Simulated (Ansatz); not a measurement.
Compare A (`CC[Si]CC`) with its isomer B (`C[Si]1(C)CC1`).

Program: Ansatz. Geometries: PBE0-D4/def2-TZVP. ΔE: electronic, gas phase. CCSD(T)/CBS is the MP2 limit (def2-TZVPP, def2-QZVPP) plus CCSD(T) − MP2 in def2-TZVPP, frozen cores. DFT in def2-TZVPP. B3LYP here is the variant with VWN-RPA as its local correlation; programs differ in this. Each species was taken in one conformer, which may not be the lowest.

Which is lower in electronic energy at CCSD(T)/CBS, and by how much? (Estimate.)

Ansatz gave: B, by 118.6 kJ/mol.

Give E(B) − E(A) in kJ/mol with CCSD(T)/def2-TZVPP, PBE-D4, B2PLYP, MP2/def2-TZVPP, r2SCAN-D4, BLYP-D4, B3LYP. (Best estimate.)

The calculation gave: CCSD(T)/def2-TZVPP -115.2, PBE-D4 -124.1, B2PLYP -122.2, MP2/def2-TZVPP -132.7, r2SCAN-D4 -141.8, BLYP-D4 -106.3, B3LYP -118.2. None reverses the order clearly.

Does the order hold for the free energy at 298.15 K (harmonic terms from PBE0-D4)? (Best estimate.)

Computed: Yes: G(B) − G(A) = -119.0 kJ/mol, for one conformer each.

Largest T1 diagnostic: 0.011.

The D4 term adds +4.6 kJ/mol with B3LYP and +2.3 kJ/mol with PBE0; it sums over pairs of atoms, weighted by their polarisabilities, and B3LYP, whose exchange is more repulsive, gets the larger term. At CCSD(T), def2-SVP lies +29.9 kJ/mol from the extrapolated value and def2-TZVPP +3.4 kJ/mol.
